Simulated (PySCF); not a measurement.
How methods differ on the excitation energy of Hg⁺

Hg⁺ [Xe] 4f14 5d10 6s1 (2S) → Hg⁺ [Xe] 4f14 5d9 6s2 (2D), as a difference of total energies. Computed with PySCF 2.14 in x2c-TZVPPall, with scalar relativity by spin-free X2C-1e. Correlated levels: valence: [Xe] 4f14 frozen. The calculations carry no spin-orbit coupling.

```
           method  excitation energy (eV)
              UHF                   5.504
    MP2 (valence)                   5.558
SCS-MP2 (valence)                   5.445
   CCSD (valence)                   5.459
CCSD(T) (valence)                   5.441
```

Question: How much does correlation contribute at CCSD(T) (valence)?

Answer: 5.441 − (5.504) = -0.063 eV, measured against UHF.

Errors of the correlated levels include the incompleteness of this basis and the frozen core.

For comparison: 5.149 eV (measured; NIST levels, between the centres of gravity of the two terms).
